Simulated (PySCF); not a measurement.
Compound: CH8AlAs.
Bonds: C1–Al2, Al2–As3. Hydrogens: H4, H5, H6 on C1; H7, H8 on Al2; H9, H10, H11 on As3.

Computed, not measured: PBE0-D3(BJ)/def2-SVP geometry optimisation, gas phase in PySCF.

Q: How far are the bound atoms from Al2?

A: 4 atoms: H7 1.605 Å, H8 1.605 Å, C1 1.974 Å, As3 2.642 Å. The nearest atom not counted as bound is H4, at 2.56 Å.

Q: List the angles at Al2.

A: 
```csv
angle,degrees,distance of the outer atoms (Å)
C1–Al2–H7,119.6,3.10
C1–Al2–H8,119.3,3.09
H7–Al2–H8,117.2,2.74
C1–Al2–As3,100.4,3.57
As3–Al2–H7,94.9,3.21
As3–Al2–H8,94.5,3.20
```

Q: Describe the arrangement about Al2 in numbers.

A: Angles from 94.5° to 119.6°; τ4 = (360° − α − β)/141° = 0.86 with α and β the two widest (0 for a square, 1 for a tetrahedron).

Q: What are the other bond lengths?

A: C1–H4, C1–H5, C1–H6 1.103 Å; As3–H9, As3–H10 1.511 Å; As3–H11 1.512 Å.

Q: What are the rotational constants (commonest isotopes, rigid rotor)?

A: A = 10406, B = 2002, C = 1773 MHz: a near-prolate asymmetric top.

Point group: near Cs, missed by 0.17 Å at most; the miss may be what the optimiser left on a soft mode. Charge 0, singlet. Whether it is a minimum is left open (no frequencies).

Hardware: one thread of an Arm Neoverse V1, on a shared host. Cost: 64 s of wall time, 0.42 GiB resident at most. That covers the optimisation of the geometry.

One conformer stands for the species.
